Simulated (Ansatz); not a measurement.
Reaction (redistribution): `O[SiH](O)[SiH](O)F` + `ClC[SiH2]Cl` → `O[SiH](F)CCl` + `O[SiH](O)[SiH2]Cl`

Gas-phase electronic energies from Ansatz, PBE0-D4/def2-TZVP geometries. CCSD(T)/CBS adds triple-zeta CCSD(T) − MP2 to the extrapolated MP2 energy (def2 sets, frozen cores). DFT in def2-TZVPP. One conformer a species, not always the lowest.

```
             level  ΔE (kJ/mol)  difference from CCSD(T)/CBS
           ωB97X-V        -14.4                          1.0
            B2PLYP        -13.2                          2.2
               PBE        -12.1                          3.3
              PBE0        -14.5                          0.9
     HF/def2-TZVPP        -16.4                         -1.0
    MP2/def2-TZVPP        -13.8                          1.6
   CCSD/def2-TZVPP        -15.4                          0.0
CCSD(T)/def2-TZVPP        -15.1                          0.3
     HF/def2-QZVPP        -16.3                         -0.9
      HF/CBS(def2)        -16.3                         -0.9
       CCSD(T)/CBS        -15.4                            0
```

Largest T1 diagnostic among the species: 0.013.

CCSD(T)/CBS has its own doubt, a few kJ/mol and more with outer-core shells, so smaller differences from it don't rank the levels.
